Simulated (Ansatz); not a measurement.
Calculated with Ansatz (gas phase, PBE0-D4/def2-TZVP geometries, no zero-point term in ΔE). CCSD(T)/CBS adds triple-zeta CCSD(T) − MP2 to the extrapolated MP2 energy (def2 sets, frozen cores). This one scheme is used for every species. DFT in def2-TZVPP. B3LYP here is the variant with VWN-RPA as its local correlation; programs differ in this. For Zn outer-core shells are correlated without core-valence functions, which leaves a few kJ/mol of doubt a bond. Scalar relativity is left out up to krypton. One conformer a species, not always the lowest.

Consider the ligand exchange at a Zn–O bond: `[SiH3][O][Zn][SH]` + HCl → `[SH][Zn][Cl]` + `O[SiH3]`.

`[SiH3][O][Zn][SH]`:

Cartesian coordinates in Å:
```
Si 1.393 -0.728 0.772
O 0.034 -0.707 -0.114
Zn -1.369 0.249 -0.586
S -3.124 1.327 -1.182
H 2.474 0.066 0.121
H 1.172 -0.154 2.133
H 1.865 -2.129 0.925
H -2.445 2.076 -2.069
```

HCl:

Z-matrix (Å, degrees):
```
Cl
H 1 1.279
```

`[SH][Zn][Cl]`:

```xyz
4

S    -0.765    1.291   -0.608
Zn    0.612   -0.180    0.150
Cl    1.976   -1.592    0.882
H    -1.823    0.481   -0.424
```

`O[SiH3]`:

```xyz
6

O     0.712   -0.813    0.689
Si   -0.067    0.255   -0.295
H     0.221   -1.188    1.420
H    -1.249   -0.366   -0.954
H     0.923    0.662   -1.318
H    -0.539    1.451    0.457
```

```
          level  ΔE (kJ/mol)  difference from CCSD(T)/CBS
       B3LYP-D4        -71.0                         -0.1
   CAM-B3LYP-D4        -69.1                          1.8
           BLYP        -70.0                          0.9
         r2SCAN        -73.7                         -2.8
        r2SCANh        -75.7                         -4.8
          BHLYP        -78.5                         -7.6
  HF/def2-TZVPP        -85.3                        -14.4
CCSD/def2-TZVPP        -66.1                          4.8
  HF/def2-QZVPP        -83.8                        -12.9
 CCSD/CBS(def2)        -72.9                         -2.0
    CCSD(T)/CBS        -70.9                            0
```

Largest T1 diagnostic among the species: 0.015.

At CCSD(T), def2-SVP lies +20.3 kJ/mol from the extrapolated value and def2-TZVPP +6.9 kJ/mol. From r2SCAN to r2SCAN0 (25 % exact exchange), in def2-TZVPP and without D4, ΔE moves by −4.7 kJ/mol.

CCSD(T)/CBS has its own doubt, a few kJ/mol and more with outer-core shells, so smaller differences from it don't rank the levels.
